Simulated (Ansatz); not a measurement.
`[SiH3][Sn]([SiH3])([Cl])[Cl]` + `CB(C)O` → `CB(C)O[SiH3]` + `[SiH3][SnH]([Cl])[Cl]` at 600 K and 1 bar (cleavage of the Si–Sn bond).

Gas-phase electronic energies from Ansatz, PBE0-D4/def2-TZVP geometries. CBS: MP2 limit from def2 TZ/QZ plus the TZ coupled-cluster correction, frozen cores. def2 core potentials past Kr. For Sn outer-core shells are correlated without core-valence functions, which leaves a few kJ/mol of doubt a bond. Each species was taken in one conformer, which may not be the lowest.

| species | CCSD(T)/CBS energy (Eh) | H − E (kJ/mol) | S (J/(mol·K)) |
| --- | --- | --- | --- |
| `[SiH3][Sn]([SiH3])([Cl])[Cl]` | -1715.44941 | 220.2 | 572.6 |
| `CB(C)O` | -180.36349 | 297.2 | 399.6 |
| `CB(C)O[SiH3]` | -470.67451 | 355.9 | 492.8 |
| `[SiH3][SnH]([Cl])[Cl]` | -1425.15460 | 151.4 | 477.9 |

H − E and S are ideal-gas, rigid-rotor, harmonic terms from PBE0-D4/def2-TZVP, for one conformer and one mirror image of each species. 1 Eh = 2625.50 kJ/mol, R = 8.31446 J/(mol·K).

By hand: ΔE, ΔH, ΔS and ΔG.

ΔE = (-470.67451) + (-1425.15460) − (-1715.44941) − (-180.36349) = -0.01621 Eh = -42.6 kJ/mol. Δ(H − E) = 355.9 + 151.4 − 220.2 − 297.2 = -10.1, so ΔH = -52.7 kJ/mol. ΔS = 492.8 + 477.9 − 572.6 − 399.6 = -1.5 J/(mol·K). ΔG = -52.7 − 600 × (-1.5)/1000 = -51.8 kJ/mol.

By hand: the equilibrium constant, and the temperature at which ΔG would vanish if ΔH and ΔS stayed fixed.

log₁₀ K = −ΔG/(RT ln 10) = 4.5. ΔG = 0 at ΔH/ΔS = 35133 K, far beyond where these terms or the molecules hold.

The number of gas molecules stays the same, so ΔS is small and ΔH decides. A doubt of 5 kJ/mol in ΔE shifts log₁₀ K by 0.4 here. Other conformers and mirror images would add mixing entropy, several J/(mol·K) or more a flexible species. Modes under 60 cm⁻¹, often nearly free rotors, make the harmonic entropy too high. These are equilibria of isolated gas molecules and say nothing of rates. Largest T1 diagnostic: 0.012 (customary marks: 0.02 for closed shells, 0.045 for open ones).
